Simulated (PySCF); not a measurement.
Compound: C₆H₆O₂S.
SMILES with atom numbers: `[CH3:1][C:2](=[O:3])[O:4][c:5]1[cH:6][cH:7][cH:8][s:9]1`

Definitions: NICS(0) = −σiso at the ring centroid; NICS(1) = −σiso and NICS(1)zz = −σzz at ±1 Å along the ring normal z. Level: GIAO PBE0/pcSseg-1 (PySCF, non-relativistic, gas phase) on the GFN2-xTB geometry, one conformer.

Ring bond lengths (Å), with Mayer bond orders in brackets: C5–C6 1.359 (1.56), C6–C7 1.415 (1.23), C7–C8 1.354 (1.60), C8–S9 1.723 (1.14), S9–C5 1.737 (1.15).

Task: Give the NICS values of each ring in ppm.

Result: 
```
          ring                                               type  NICS(0)  NICS(1), two faces  NICS(1)zz, two faces  rms pucker (Å)  centre to ring atoms, mean (Å)
C5–C6–C7–C8–S9  5-membered ring with S; formal bonds all aromatic    -13.3       -10.5 / -10.5         -23.9 / -23.9            0.00                            1.29
```

Task: What do they say, and how far can they be read as aromaticity?

Result: 
- C5–C6–C7–C8–S9: mean NICS(1)zz -23.9 ppm, shielded. For a flat ring without four-coordinate atoms the NICS criterion counts such a value as aromatic.

Task: What does the geometric index give? Use HOMA with the parameters of Krygowski (1993).

Result: 
- C5–C6–C7–C8–S9: HOMA 0.75; the largest term is that of S9–C5, α(R − Ropt)² = 0.34. The geometric and the magnetic index point the same way.

Task: List the ring angles and the Hirshfeld charges of the ring atoms.

Result: 
- C5–C6–C7–C8–S9: C5 112.5° (+0.036 e), C6 111.7° (-0.094 e), C7 113.3° (-0.070 e), C8 112.3° (-0.089 e), S9 90.3° (+0.092 e); sum 540.0° against 540° for a flat convex ring.

Task: What are the shieldings of the ring atoms and their hydrogens in the same run (means over atoms taken as equivalent)?

Result: 
```json
{"atoms": "C5", "environment": "aromatic carbon bearing oxygen", "σ isotropic (ppm)": "21.9", "principal values of the symmetric part, first atom (ppm)": "-45.3, 35.5, 75.5"}
{"atoms": "C6", "environment": "aromatic CH carbon", "σ isotropic (ppm)": "68.8", "principal values of the symmetric part, first atom (ppm)": "4.9, 44.3, 157.3"}
{"atoms": "C7", "environment": "aromatic CH carbon", "σ isotropic (ppm)": "56.8", "principal values of the symmetric part, first atom (ppm)": "-27.2, 46.7, 151.1"}
{"atoms": "C8", "environment": "aromatic CH next to a ring sulfur", "σ isotropic (ppm)": "65.4", "principal values of the symmetric part, first atom (ppm)": "-28.2, 76.7, 147.7"}
{"atoms": "S9", "environment": "thiophene-type sulfur", "σ isotropic (ppm)": "303.2", "principal values of the symmetric part, first atom (ppm)": "189.2, 336.6, 383.8"}
{"atoms": "H on C6", "environment": "aromatic hydrogen", "σ isotropic (ppm)": "23.66", "principal values of the symmetric part, first atom (ppm)": "17.8, 25.5, 27.6"}
{"atoms": "H on C7", "environment": "aromatic hydrogen", "σ isotropic (ppm)": "24.75", "principal values of the symmetric part, first atom (ppm)": "21.6, 24.6, 28.0"}
{"atoms": "H on C8", "environment": "aromatic hydrogen", "σ isotropic (ppm)": "25.10", "principal values of the symmetric part, first atom (ppm)": "21.9, 25.4, 28.0"}
```

The values belong to the conformer `[CH3:1][C:2](=[O:3])[O:4][c:5]1[cH:6][cH:7][cH:8][s:9]1`: C1–C2–O4–C5 180°, C2–O4–C5–C6 0°.
